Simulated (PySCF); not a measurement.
An unknown is described by computed data only.

Elements present: B, C, H and N. Monoisotopic mass: 121.1063 u.

* 13C NMR: chemical shifts (computed TMS as zero) by class: 150.9 (1 C), 145.5 (1 C), 136.8 (1 C), 118.9 (1 C), 47.9 (1 C), 25.9 (2 C) ppm [GIAO CAM-B3LYP/pcSseg-1]
* NMR, other nuclei: isotropic shieldings of nuclei other than C and H, by class: 44 (1 B), 42 (1 N) ppm [GIAO CAM-B3LYP/pcSseg-1]
* Dipole: 2.83 D [PBE0/def2-SVPD]
* Triplet: lowest triplet excitation (Tamm–Dancoff): 3.07 eV [TDA PBE0/def2-SVPD]
* UV, first state: lowest singlet excitation: 4.69 eV (264 nm, f = 0.190) [TDDFT PBE0/def2-SVPD]
* 1H NMR: chemical shifts (computed TMS as zero) by class: 7.25 (1 H), 7.16 (1 H), 6.53 (1 H), 6.28 (2 H), 4.93 (1 H), 1.36 (6 H) ppm [GIAO CAM-B3LYP/pcSseg-1]
* Rotational structure: rotational constants A, B, C: 2.533, 1.362, 1.097 GHz [PBE0-D3(BJ)/def2-SVP]
* Valence photoelectron: vertical ionisation energy: 8.44 eV [ΔSCF PBE0/def2-SVPD]
* Polarisability: 108.2 au [PBE0/def2-SVPD]

The electronic properties come from PySCF, for the isolated species, density fitting. Levels stand in brackets. Geometry: PBE0-D3(BJ)/def2-SVP, one conformer, isolated molecule. NMR classes are plain means over equivalent atoms (diastereotopic ones count apart unless rotation or inversion swaps them), as if these changed places fast.

Question: Which formula fits the mass and the elements?

Answer: C7H12BN (calculated 121.1063). No other formula that holds each of these elements comes within 0.0003 u with a fitting electron parity and a possible valence count.

Question: Give a SMILES that accounts for the data.

Answer: Numbering: `[BH2:1][c:2]1[cH:3][cH:4][cH:5][n:6]1[CH:7]([CH3:8])[CH3:9]`. 7 carbons fall into 6 classes; from least to most shielded: substituted aromatic carbon [C2] (150.9 ppm), aromatic CH carbon [C3] (145.5 ppm), aromatic CH next to a ring nitrogen [C5] (136.8 ppm), aromatic CH carbon [C4] (118.9 ppm), chain sp3 carbon bound to nitrogen [C7] (47.9 ppm), methyl carbon [C8/C9] (25.9 ppm, 2 C). Hydrogen classes from least to most shielded: 1 H on an aromatic CH carbon, C3 (7.25 ppm), 1 H on an aromatic CH next to a ring nitrogen, C5 (7.16 ppm), 1 H on an aromatic CH carbon, C4 (6.53 ppm), 2 H on a three-coordinate boron, B1 (6.28 ppm), 1 H on an sp3 carbon bound to nitrogen, C7 (4.93 ppm), 6 H on 2 methyl carbons, C8/C9 (1.36 ppm). The other shieldings belong to: 44 ppm, three-coordinate boron [B1]; 42 ppm, pyrrole-type nitrogen [N6]. The first electron is taken from the HOMO, whose largest Löwdin shares are 0.29 on the substituted aromatic carbon, 0.23 on the aromatic CH next to a ring nitrogen, 0.13 on an aromatic CH carbon and 0.10 on an aromatic CH carbon. The optimised geometry has point group Cs and is an asymmetric top. Structure: `Bc1cccn1C(C)C`. Computed isomers that give other values at the same levels: `CC[BH2-][n+]1ccccc1` (rotational constant A: 4.239 GHz; this holds for the one conformer computed); `CC#C[BH2-][N+]#CCCC` (13C chemical shifts (computed TMS as zero) by class: 120.1 (1 C), 97.5 (1 C), 94.5 (1 C), 22.1 (1 C), 19.3 (1 C), 15.4 (1 C), 4.6 (1 C) ppm); `N#CCB1CCCCC1` (rotational constant A: 3.420 GHz; this holds for the one conformer computed). The assignments are read from this structure; whether some other isomer fits the data as well wasn't checked.

The values belong to the conformer `[BH2:1][c:2]1[cH:3][cH:4][cH:5][n:6]1[CH:7]([CH3:8])[CH3:9]`: C5–N6–C7–C8 62°.
